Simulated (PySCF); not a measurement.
## Electron correlation in F²⁺ (fluorine, charge +2)

[He] 2s1 2p3 3s1, high-spin 6S determinant (an excited configuration). Calculation: PySCF 2.14, in aug-cc-pVQZ-DK; scalar relativity by spin-free X2C-1e. Frozen: 1s2; 5 electrons correlated.

```tsv
level	correlation energy (mhartree)
CCSD	-42.61
(T)	-0.20
CCSD(T)	-42.81
```

Diagnostics: T1 = 0.0030, D1 = 0.0088, largest double amplitude 0.010.

The outer electron is Rydberg-like, and this basis confines it to a smaller radius and binds it less than a complete one would.

Cost of the coupled-cluster step: roughly 11 core-seconds, for 5 correlated electrons.

Iterations:

```
CC2 = 0
CCSD nocc = (np.int64(5), np.int64(0)), nmo = (79, 79)
frozen orbitals [[0], [0]]
max_cycle = 100
direct = 0
conv_tol = 1e-08
conv_tol_normt = 1e-06
diis_space = 8
diis_start_cycle = 0
Init t2, MP2 energy = -0.0374252141158343
Init E_corr(UCCSD) = -0.037425214115981
cycle = 1  E_corr(UCCSD) = -0.0418096244829303  dE = -0.00438441037  norm(t1,t2) = 0.011026
cycle = 2  E_corr(UCCSD) = -0.0424591795421231  dE = -0.000649555059  norm(t1,t2) = 0.00306528
cycle = 3  E_corr(UCCSD) = -0.0426311297858343  dE = -0.000171950244  norm(t1,t2) = 0.00100893
cycle = 4  E_corr(UCCSD) = -0.0426124572066407  dE = 1.86725792e-05  norm(t1,t2) = 6.79211e-05
cycle = 5  E_corr(UCCSD) = -0.0426127880074214  dE = -3.30800781e-07  norm(t1,t2) = 4.27813e-06
cycle = 6  E_corr(UCCSD) = -0.042612785844225  dE = 2.16319632e-09  norm(t1,t2) = 2.42948e-07
UCCSD converged
E(UCCSD) = -96.0441406703785  E_corr = -0.04261278584422504
UCCSD(T) correction = -0.00019953371115863
```
